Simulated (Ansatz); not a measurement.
Computed with Ansatz.

Basis-set series for C$_{2}$F$_{3}$O$_{2}$− (`O=C([O-])C(F)(F)F`). Charge -1, multiplicity 1. All single points use the PBE0-D4/def2-TZVPD geometry.

```json
{"functional": "PBE0-D4", "basis": "def2-TZVPPD", "functions": "274", "energy (Eh)": "-525.98926", "HOMO (eV)": "-2.38", "LUMO (eV)": "4.07"}
{"functional": "PBE0-D4", "basis": "def2-QZVPPD", "functions": "456", "energy (Eh)": "-526.01344", "HOMO (eV)": "-2.39", "LUMO (eV)": "3.76"}
{"functional": "ωB97M-V", "basis": "def2-TZVPPD", "functions": "274", "energy (Eh)": "-526.39240", "HOMO (eV)": "-4.86", "LUMO (eV)": "4.45"}
{"functional": "ωB97M-V", "basis": "def2-QZVPPD", "functions": "456", "energy (Eh)": "-526.41439", "HOMO (eV)": "-4.86", "LUMO (eV)": "4.04"}
```

Problem. Give the rows for def2-SVPD. (An estimate is asked.)

Solution. The calculation gave: 
```
functional      basis  functions  energy (Eh)  HOMO (eV)  LUMO (eV)
   PBE0-D4  def2-SVPD        155   -525.39870      -2.48       4.77
   ωB97M-V  def2-SVPD        155   -525.79340      -5.00       5.46
```

Positive LUMOs are unbound and depend on the basis.
